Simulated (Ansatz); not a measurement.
The lowest singlet and triplet of CH2O (SMILES C=O); geometries from B3LYP-D3(BJ)/def2-TZVP, each state relaxed from the structure named, with no frequency check.
Singlet (charge 0, multiplicity 1):
```xyz
4

C     -0.517     0.098     0.000
O      0.661    -0.126    -0.001
H     -1.269    -0.714     0.001
H     -0.919     1.130     0.001
```

```json
[
 {"level": "R-HF/cc-pVDZ", "gap E(singlet) − E(triplet), vertical, at the singlet's geometry (kJ/mol)": "-252.9", "cost": "-"},
 {"level": "U-HF/cc-pVDZ", "gap E(singlet) − E(triplet), vertical, at the singlet's geometry (kJ/mol)": "-252.9", "cost": "-"},
 {"level": "R-HF/cc-pVTZ", "gap E(singlet) − E(triplet), vertical, at the singlet's geometry (kJ/mol)": "-250.3", "cost": "-"},
 {"level": "U-HF/cc-pVTZ", "gap E(singlet) − E(triplet), vertical, at the singlet's geometry (kJ/mol)": "-250.3", "cost": "-"},
 {"level": "U-HF/cc-pVQZ", "gap E(singlet) − E(triplet), vertical, at the singlet's geometry (kJ/mol)": "-249.0", "cost": "-"},
 {"level": "U-SVWN5/def2-TZVPP", "gap E(singlet) − E(triplet), vertical, at the singlet's geometry (kJ/mol)": "-324.9", "cost": "×0.7"},
 {"level": "R-PBE/def2-TZVPP", "gap E(singlet) − E(triplet), vertical, at the singlet's geometry (kJ/mol)": "-320.3", "cost": "×1"},
 {"level": "U-r2SCAN/def2-TZVPP", "gap E(singlet) − E(triplet), vertical, at the singlet's geometry (kJ/mol)": "-301.8", "cost": "×2"},
 {"level": "R-PBE0/def2-TZVPP", "gap E(singlet) − E(triplet), vertical, at the singlet's geometry (kJ/mol)": "-313.2", "cost": "×1"},
 {"level": "R-wB97X-V/def2-TZVPP", "gap E(singlet) − E(triplet), vertical, at the singlet's geometry (kJ/mol)": "-332.8", "cost": "×3"},
 {"level": "U-wB97X-V/def2-TZVPP", "gap E(singlet) − E(triplet), vertical, at the singlet's geometry (kJ/mol)": "-332.8", "cost": "×3"},
 {"level": "U-wB97M-V/def2-TZVPP", "gap E(singlet) − E(triplet), vertical, at the singlet's geometry (kJ/mol)": "-336.3", "cost": "×4"},
 {"level": "U-B2PLYP/def2-TZVPP", "gap E(singlet) − E(triplet), vertical, at the singlet's geometry (kJ/mol)": "-342.4", "cost": "×2"},
 {"level": "R-MP2/cc-pVDZ", "gap E(singlet) − E(triplet), vertical, at the singlet's geometry (kJ/mol)": "-387.8", "cost": "-"},
 {"level": "U-MP2/cc-pVTZ", "gap E(singlet) − E(triplet), vertical, at the singlet's geometry (kJ/mol)": "-390.4", "cost": "-"},
 {"level": "U-MP2/cc-pVQZ", "gap E(singlet) − E(triplet), vertical, at the singlet's geometry (kJ/mol)": "-392.3", "cost": "-"},
 {"level": "R-SCS-MP2/cc-pVDZ", "gap E(singlet) − E(triplet), vertical, at the singlet's geometry (kJ/mol)": "-387.7", "cost": "-"},
 {"level": "U-SCS-MP2/cc-pVDZ", "gap E(singlet) − E(triplet), vertical, at the singlet's geometry (kJ/mol)": "-387.7", "cost": "-"},
 {"level": "U-SCS-MP2/cc-pVQZ", "gap E(singlet) − E(triplet), vertical, at the singlet's geometry (kJ/mol)": "-395.0", "cost": "-"},
 {"level": "R-CCSD/cc-pVDZ", "gap E(singlet) − E(triplet), vertical, at the singlet's geometry (kJ/mol)": "-350.0", "cost": "-"},
 {"level": "U-CCSD/cc-pVDZ", "gap E(singlet) − E(triplet), vertical, at the singlet's geometry (kJ/mol)": "-350.0", "cost": "-"},
 {"level": "R-CCSD/cc-pVTZ", "gap E(singlet) − E(triplet), vertical, at the singlet's geometry (kJ/mol)": "-345.6", "cost": "-"},
 {"level": "U-CCSD/cc-pVTZ", "gap E(singlet) − E(triplet), vertical, at the singlet's geometry (kJ/mol)": "-345.6", "cost": "-"},
 {"level": "R-CCSD/cc-pVQZ", "gap E(singlet) − E(triplet), vertical, at the singlet's geometry (kJ/mol)": "-345.1", "cost": "-"},
 {"level": "R-CCSD(T)/cc-pVDZ", "gap E(singlet) − E(triplet), vertical, at the singlet's geometry (kJ/mol)": "-357.9", "cost": "×0.9"},
 {"level": "U-CCSD(T)/cc-pVDZ", "gap E(singlet) − E(triplet), vertical, at the singlet's geometry (kJ/mol)": "-357.9", "cost": "×1"},
 {"level": "R-CCSD(T)/cc-pVTZ", "gap E(singlet) − E(triplet), vertical, at the singlet's geometry (kJ/mol)": "-355.2", "cost": "×5"},
 {"level": "U-CCSD(T)/cc-pVTZ", "gap E(singlet) − E(triplet), vertical, at the singlet's geometry (kJ/mol)": "-355.2", "cost": "×7"},
 {"level": "R-CCSD(T)/cc-pVQZ", "gap E(singlet) − E(triplet), vertical, at the singlet's geometry (kJ/mol)": "-354.8", "cost": "×30"},
 {"level": "U-CCSD(T)/cc-pVQZ", "gap E(singlet) − E(triplet), vertical, at the singlet's geometry (kJ/mol)": "-354.8", "cost": "×40"},
 {"level": "R-CCSDT/cc-pVDZ", "gap E(singlet) − E(triplet), vertical, at the singlet's geometry (kJ/mol)": "-357.1", "cost": "-"},
 {"level": "R-CCSDT(Q)/cc-pVDZ", "gap E(singlet) − E(triplet), vertical, at the singlet's geometry (kJ/mol)": "-358.4", "cost": "×10"},
 {"level": "SA-CASSCF(4,3)/cc-pVTZ", "gap E(singlet) − E(triplet), vertical, at the singlet's geometry (kJ/mol)": "-359.5", "cost": "-"},
 {"level": "SC-NEVPT2 on SA-CASSCF(4,3)/cc-pVDZ", "gap E(singlet) − E(triplet), vertical, at the singlet's geometry (kJ/mol)": "-366.9", "cost": "-"},
 {"level": "SC-NEVPT2 on SA-CASSCF(4,3)/cc-pVTZ", "gap E(singlet) − E(triplet), vertical, at the singlet's geometry (kJ/mol)": "-365.0", "cost": "-"},
 {"level": "FIC-NEVPT4(SD) on SA-CASSCF(4,3)/cc-pVTZ", "gap E(singlet) − E(triplet), vertical, at the singlet's geometry (kJ/mol)": "-360.3", "cost": "-"},
 {"level": "FIC-NEVPT4(SD) on SA-CASSCF(4,3)/cc-pVQZ", "gap E(singlet) − E(triplet), vertical, at the singlet's geometry (kJ/mol)": "-359.7", "cost": "-"},
 {"level": "FIC-MRCISD+Q on SA-CASSCF(4,3)/cc-pVDZ", "gap E(singlet) − E(triplet), vertical, at the singlet's geometry (kJ/mol)": "-363.1", "cost": "-"},
 {"level": "FIC-MRCISD+Q on SA-CASSCF(4,3)/cc-pVTZ", "gap E(singlet) − E(triplet), vertical, at the singlet's geometry (kJ/mol)": "-360.1", "cost": "-"},
 {"level": "FIC-MRCISD+Q on SA-CASSCF(4,3)/cc-pVQZ", "gap E(singlet) − E(triplet), vertical, at the singlet's geometry (kJ/mol)": "-359.5", "cost": "-"}
]
```

The rows run from -395.0 (U-SCS-MP2/cc-pVQZ) to -249.0 kJ/mol (U-HF/cc-pVQZ). From cc-pVDZ to cc-pVQZ U-CCSD(T) changes by 3.1. The 5 U-functionals in def2-TZVPP without D3 or D4 span 40.6, from U-B2PLYP to U-r2SCAN.

A positive gap puts the triplet lower; no zero-point energy. R- takes a restricted singlet. U- takes an unrestricted singlet (broken symmetry where lower, unprojected). The triplet is unrestricted in single-reference levels. Active spaces average the two states.

Cores are frozen in the correlated methods.

Programs: Ansatz (Gaussian basis) for Hartree–Fock, density functionals and correlated methods. Each number belongs to the level named beside it.

Costs are rough ratios of core time to R-PBE/def2-TZVPP (about 1.0 s over the structures, on one shared machine); a dash marks a level with no comparable run of its own.

Ansatz is a first-principles code.
